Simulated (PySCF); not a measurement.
CHCl$_{2}$, doublet, at a GFN2-xTB geometry; MN15/def2-SVP (PySCF).

The PySCF input:
```python
from pyscf import gto, scf, dft

mol = gto.M(
    atom='''
C     0.142773   -0.008963    0.683594
Cl   -0.047223    1.456210   -0.146080
Cl   -0.053449   -1.451828   -0.182907
H     0.854782   -0.020714    1.491206
''',
    basis='def2-svp',
    charge=0,
    spin=1,
    verbose=4,
)

mf = dft.UKS(mol)
mf.xc = 'mn15'
mf.kernel()
```

It wrote (shortened):

```
PySCF version 2.14.0

[INPUT] verbose = 4
[INPUT] num. atoms = 4
[INPUT] num. electrons = 41
[INPUT] charge = 0
[INPUT] spin (= nelec alpha-beta = 2S) = 1
[INPUT] symmetry False subgroup None
[INPUT] Mole.unit = angstrom
[INPUT] Symbol           X                Y                Z      unit          X                Y                Z       unit  Magmom
[INPUT]  1 C      0.142773000000  -0.008963000000   0.683594000000 AA    0.269801867983  -0.016937615254   1.291805440396 Bohr   0.0
[INPUT]  2 Cl    -0.047223000000   1.456210000000  -0.146080000000 AA   -0.089238536780   2.751838079853  -0.276051192276 Bohr   0.0
[INPUT]  3 Cl    -0.053449000000  -1.451828000000  -0.182907000000 AA   -0.101003971632  -2.743557299975  -0.345644136266 Bohr   0.0
[INPUT]  4 H      0.854782000000  -0.020714000000   1.491206000000 AA    1.615303876208  -0.039143786944   2.817970935308 Bohr   0.0

nuclear repulsion = 126.795119409254
number of shells = 25
number of NR pGTOs = 103
number of NR cGTOs = 55
basis = def2-svp
ecp = {}

******** <class 'pyscf.dft.uks.UKS'> ********
method = UKS
initial guess = minao
damping factor = 0
level_shift factor = 0
DIIS = <class 'pyscf.scf.diis.CDIIS'>
diis_start_cycle = 1
diis_space = 8
diis_damp = 0
SCF conv_tol = 1e-09
SCF conv_tol_grad = None
SCF max_cycles = 50
direct_scf = True
direct_scf_tol = 1e-13
number electrons alpha = 21  beta = 20
XC library pyscf.dft.libxc version 7.1.2
    S. Lehtola, C. Steigemann, M. J. T. Oliveira, and M. A. L. Marques,  SoftwareX 7, 1–5 (2018)
XC functionals = mn15
    H. S. Yu, X. He, S. L. Li, and D. G. Truhlar,  Chem. Sci. 7, 5032–5051 (2016)
    H. S. Yu, X. He, S. L. Li, and D. G. Truhlar,  Chem. Sci. 7, 5032–5051 (2016)
radial grids:
    Treutler-Ahlrichs [JCP 102, 346 (1995); DOI:10.1063/1.469408] (M4) radial grids

becke partition: Becke, JCP 88, 2547 (1988); DOI:10.1063/1.454033
pruning grids: <function nwchem_prune>
grids dens level: 3
symmetrized grids: False
atomic radii adjust function: <function treutler_atomic_radii_adjust>
small_rho_cutoff = 0
Set gradient conv threshold to 3.16228e-05
tot grids = 61688
init E= -958.682486897093

cycle= 1 E= -958.369156007233  delta_E= 0.313  |g|= 0.255  |ddm|= 1.58
cycle= 2 E= -958.345024357179  delta_E= 0.0241  |g|= 0.349  |ddm|= 0.57
cycle= 3 E= -958.406539036189  delta_E= -0.0615  |g|= 0.0193  |ddm|= 0.323
cycle= 4 E= -958.406891015299  delta_E= -0.000352  |g|= 0.00733  |ddm|= 0.0338
cycle= 5 E= -958.406956617967  delta_E= -6.56e-05  |g|= 0.00262  |ddm|= 0.0173
cycle= 6 E= -958.406967587048  delta_E= -1.1e-05  |g|= 0.000741  |ddm|= 0.00682
cycle= 7 E= -958.406968460886  delta_E= -8.74e-07  |g|= 0.000167  |ddm|= 0.00218
cycle= 8 E= -958.406968495272  delta_E= -3.44e-08  |g|= 3.34e-05  |ddm|= 0.000432
cycle= 9 E= -958.406968496161  delta_E= -8.89e-10  |g|= 9.12e-06  |ddm|= 6.5e-05
Extra cycle  E= -958.406968496224  delta_E= -6.32e-11  |g|= 4.62e-06  |ddm|= 1.65e-05
converged SCF energy = -958.406968496224  <S^2> = 0.75364534  2S+1 = 2.003642
```
